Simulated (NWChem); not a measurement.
System: SiH3OF; SMILES O[SiH2]F

Input file for NWChem:

```
start job
memory heap 200 mb stack 900 mb global 1100 mb
geometry units angstroms noautoz
  Si    -0.432841     0.047946    -0.034547
  O      0.592356    -1.234000    -0.206701
  F      0.369405     1.445813    -0.079452
  H     -1.352001    -0.016867    -1.187639
  H     -1.137597     0.011102     1.272384
  H      1.190698    -1.427677     0.528194
end
basis spherical
  * library def2-svp
end
dft
  xc slater vwn_5
  iterations 150
end
tddft
  cis
  nroots 6
end
task tddft energy
```

The geometry was optimised at B3LYP/6-31G* (spherical d).

Vertical excitations in the gas phase.

Task: Give the results of this calculation. (LDA (Slater exchange, VWN5)/def2-SVP, TDA.) Quantities: lowest excitation, singlet (eV); oscillator strength of that lowest state; lowest state with f > 0.02, singlet (eV); oscillator strength of that bright state; lowest triplet (eV); orbital gap (eV).

Result: 
| Quantity | Value |
|---|---|
| lowest excitation, singlet (eV) | 7.72 |
| oscillator strength of that lowest state | 0.003 |
| lowest state with f > 0.02, singlet (eV) | 8.34 |
| oscillator strength of that bright state | 0.021 |
| lowest triplet (eV) | 7.37 |
| orbital gap (eV) | 7.54 |
